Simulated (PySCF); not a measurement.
C4H9AlO, SMILES C=C[CH2][AlH][O]C.

Geometry optimised at B3LYP-D3(BJ)/def2-SVP. The structure was generated by enumeration; whether it is a known compound was not checked. Other conformers were not sampled.

Calculation: PBE/def2-TZVP (PySCF).

The molecule is in vacuum.

```
Quantity                                                                                                        Result
---------------------------------------------------------------------------------------------  -----------------------
total energy                                                                                        -475.16493 hartree
highest occupied level                                                                                        -5.69 eV
lowest empty level                                                                                            -1.34 eV
orbital gap                                                                                                    4.34 eV
dipole moment                                                                                                   0.28 D
quadrupole, principal values (traceless, Buckingham form, about the centre of nuclear charge)   -3.85, -0.03, 3.88 D·Å
mean static polarisability                                                                       84.0 bohr³ (12.45 Å³)
polarisability, principal values                                                               74.1, 76.0, 102.0 bohr³
```
